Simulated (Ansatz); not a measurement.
Species: tetramethoxygermane, C4H12GeO4, charge 0, multiplicity 1. 
Coordinates optimised at B3LYP-D3(BJ)/def2-TZVP (Ansatz, an electronic-structure program):
```xyz
21

C     -1.2163    -0.5429     2.4265
O     -1.1786    -0.8146     1.0268
Ge     0.0000     0.0000     0.0000
O     -0.3025     1.7207    -0.2332
C     -1.4131     2.1516    -1.0178
O      1.5665    -0.1464     0.7946
C      2.6921     0.5727     0.2942
O     -0.0854    -0.7598    -1.5882
C     -0.0628    -2.1813    -1.7029
H     -1.9916    -1.1764     2.8579
H     -1.4677     0.5032     2.6244
H     -0.2610    -0.7731     2.9040
H     -1.3828     3.2409    -1.0501
H     -2.3625     1.8401    -0.5723
H     -1.3568     1.7629    -2.0373
H      3.5327     0.3572     0.9541
H      2.5087     1.6497     0.2903
H      2.9516     0.2544    -0.7198
H      0.8786    -2.5977    -1.3322
H     -0.8908    -2.6395    -1.1571
H     -0.1583    -2.4217    -2.7619
```
Charge 0, spin multiplicity 1.

Total electronic energies in hartree. Correlated levels leave the core frozen unless marked. No spin-orbit coupling. The frozen core is the preceding noble-gas configuration, with the filled d and f shells of earlier blocks. No relativistic terms. CBS marks a two-point X^-3 extrapolation of the correlation energy; Hartree-Fock from the larger set. [CCSD(T)-MP2]/basis is that difference in the basis named.

```json
[
 {"level": "r2SCAN-D4/def2-TZVPD", "program": "Ansatz + dftd4", "energy (Eh)": "-2537.54843"},
 {"level": "PBE0/def2-SVP", "program": "Ansatz", "energy (Eh)": "-2536.20795"},
 {"level": "r2SCAN0-D4/def2-TZVPD", "program": "Ansatz + dftd4", "energy (Eh)": "-2537.46836"},
 {"level": "RI-MP2/cc-pVQZ", "program": "Ansatz", "energy (Eh)": "-2535.49000"},
 {"level": "SCS-MP2/6-31G*", "program": "Ansatz", "energy (Eh)": "-2534.32817"},
 {"level": "SCS-MP2/aug-cc-pVDZ", "program": "Ansatz", "energy (Eh)": "-2534.83051"},
 {"level": "CCSD/STO-3G", "program": "Ansatz", "energy (Eh)": "-2504.30525"},
 {"level": "CCSD(T)/cc-pVTZ", "program": "Ansatz", "energy (Eh)": "-2535.44656"},
 {"level": "RI-MP2/CBS(cc-pVTZ,cc-pVQZ)+[CCSD(T)-MP2]/cc-pVTZ", "program": "Ansatz", "energy (Eh)": "-2535.7056"}
]
```

Totals of different functionals don't rank their quality; only differences between species are comparable.
